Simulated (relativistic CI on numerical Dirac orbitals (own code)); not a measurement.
Hyperfine structure of Tc XXVIII, mass number 99

Method of calculation: Dirac-Coulomb-Breit CI, orbitals from a KLI potential per configuration, QED by a radiative potential, unscaled Slater integrals (own radial code, finite nucleus).

Configuration list (outside the closed core [Ne]): 3s²3p⁴, 3s3p⁵, 3s²3p³3d, 3p⁶, 3s3p⁴3d, 3p⁵3d, 3s3p³3d², 3s²3p²3d4p, 3p⁵4s, 3s²3p³4s, 3s3p³3d4s, 3p⁵4p, 3s²3p²3d², 3s²3p3d³, 3s3p²3d³, 3s²3p3d²4s, 3p⁴3d², 3p³3d³, 3p³3d²4s, 3s²3p²3d4s, 3s3p²3d²4s, 3s²3p3d4s². Double excitations out of closed p, d and f shells are left out; levels of such configurations are missing from the list, as are those of other unlisted configurations, and high levels can miss mixing partners.

Nuclear spin I = 9/2, μ = 5.678 μN, Q = -0.129 b (tables of Stone and Pyykkö). The electronic factors are computed for point nuclear moments, without core polarisation or the Bohr-Weisskopf and QED corrections.

```json
{"Level": "3s²3p⁴ ³P2", "E (eV)": "0.000", "A (GHz)": "37.72", "B (GHz)": "-2.62"}
{"Level": "3s²3p⁴ ³P1", "E (eV)": "24.430", "A (GHz)": "-7.064", "B (GHz)": "3.67"}
{"Level": "3s²3p⁴ ¹D2", "E (eV)": "30.068", "A (GHz)": "86.27", "B (GHz)": "9.96"}
{"Level": "3s3p⁵ ³P°2", "E (eV)": "100.060", "A (GHz)": "164", "B (GHz)": "6.15"}
{"Level": "3s²3p³3d ⁵D°1", "E (eV)": "120.141", "A (GHz)": "5.318", "B (GHz)": "1.35"}
{"Level": "3s²3p³3d ⁵D°4", "E (eV)": "120.233", "A (GHz)": "14.44", "B (GHz)": "-3.41"}
```

Levels with J = 0, under 50 % of one LS term, or S terms without an open s electron are left out. Small factors come from cancelling terms and can be off by tens of per cent or more.

At this charge energies of transitions that change n are usually good to better than 1 %, and those within a shell (Δn = 0) to a few per cent.

Task: Give the hyperfine levels of 3s²3p⁴ ³P2 relative to its centre of gravity.

Result: With K = F(F + 1) − I(I + 1) − J(J + 1), E = AK/2 + B[¾K(K + 1) − I(I + 1)J(J + 1)]/[2I(2I − 1)J(2J − 1)]: F = 5/2: -416.1, F = 7/2: -283, F = 9/2: -112.4, F = 11/2: 95.06, F = 13/2: 338.8 GHz.

LS names give the leading component of a level, which can be under half, so a name can repeat, a term be missing and a line seem to break the LS rules.
